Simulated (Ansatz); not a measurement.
Consider the ligand exchange at the Al–N bond: `C[NH][Al]([CH3])[F]` + H₂S → `[CH3][Al]([F])[SH]` + CH₃NH₂.

Gas-phase electronic energies from Ansatz, PBE0-D4/def2-TZVP geometries. CCSD(T)/CBS is the MP2 limit (def2-TZVPP, def2-QZVPP) plus CCSD(T) − MP2 in def2-TZVPP, frozen cores. This one scheme is used for every species. Functionals use def2-TZVPP. One conformer a species, not always the lowest.

```tsv
species	CAM-B3LYP energy (Eh)
`C[NH][Al]([CH3])[F]`	-477.59407
H₂S	-399.41435
`[CH3][Al]([F])[SH]`	-781.16783
CH₃NH₂	-95.84764
```

Problem. Work out ΔE.

Solution. ΔE = (-781.16783) + (-95.84764) − (-477.59407) − (-399.41435) = -0.00705 Eh = -0.19 eV. CCSD(T)/CBS gives -0.24 eV.

Largest T1 diagnostic among the species: 0.011.

In def2-TZVPP, CCSD(T) changes the Hartree–Fock value by +0.05 eV (the triples alone add −0.01 eV) and MP2 by +0.04 eV. Leaving LDA and LC-ωPBE aside and taking each functional with its dispersion term where it has one, the values, not all of them listed here, spread over 0.12 eV, from HSE06-D4 to CAM-B3LYP-D4. LDA lies +0.08 eV from PBE without D4.
